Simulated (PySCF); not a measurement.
## Static response to an electric field

Compound: GeHMe2I, C₂H₇GeI.
Structure used (PBE0-D3(BJ)/def2-SVP), in Å, numbered top down from 1:
```
atom  x, y, z in Å
Ge1   -0.2307   -0.4183    0.5020
H2    -0.2689   -0.5036    2.0400
C3     1.5877   -0.5136   -0.1835
H4     2.0652   -1.4515    0.1313
H5     2.1763    0.3343    0.1994
H6     1.5754   -0.4736   -1.2818
C7    -1.2001    1.1314   -0.1643
H8    -2.2401    1.1154    0.1892
H9    -1.1995    1.1260   -1.2630
H10   -0.7158    2.0545    0.1900
I11   -1.4515   -2.4865   -0.3284
```

Level: CAM-B3LYP/def2-SVPD (PySCF), static field, nuclei fixed, core orbitals frozen in the response. The polarisability tensor in these axes (au):

```
x    93.78   8.66   2.62
y     8.66 103.39   4.57
z     2.62   4.57  80.24
```

Question: What are the eigenvalues, a third of the trace, and Δα (Δα² = ½Σ(αi − αj)² over the three pairs)?

Answer: Principal values 79.29, 88.68 and 109.44 au; mean 92.47 au = 13.70 Å³ = 15.25 × 10⁻⁴⁰ C²·m²/J; Δα = 26.72 au (29 % of the mean).

Question: What is the dipole moment, and where does it point?

Answer: (1.38, 2.35, 0.27) D, 2.73 D in size, pointing from the negative to the positive side. Measured along this direction, the outermost atoms are I11 at the negative end and H10 and H5 at the positive end.

Question: What molar refraction does this α imply?

Answer: Lorentz–Lorenz: R = (4π/3)N_A α = 2.5225 cm³/(mol·Å³) × 13.70 Å³ = 34.6 cm³/mol, in the limit of long wavelengths.

Question: Rayleigh depolarisation ratio (linearly polarised light, static tensor)?

Answer: ρ = 3Δα²/(45ᾱ² + 4Δα²) = 2141.7/(384775 + 2855.6) = 0.00553.

Question: Along which axes do the principal values lie, and how far do the nuclei extend along each?

Answer: Largest value along (0.50, 0.85, 0.18), where the nuclei span 4.31 Å; middle along (0.86, -0.51, -0.01), 5.01 Å; least along (-0.08, -0.16, 0.98), 3.43 Å. The strongest response doesn't lie along the longest of the three spans.

Geometry: PBE0-D3(BJ)/def2-SVP; no solvent, vibrations or thermal averaging. Atoms past krypton carry effective core potentials; spin–orbit coupling is left out. The calculation is non-relativistic apart from the core potentials, for germanium too.
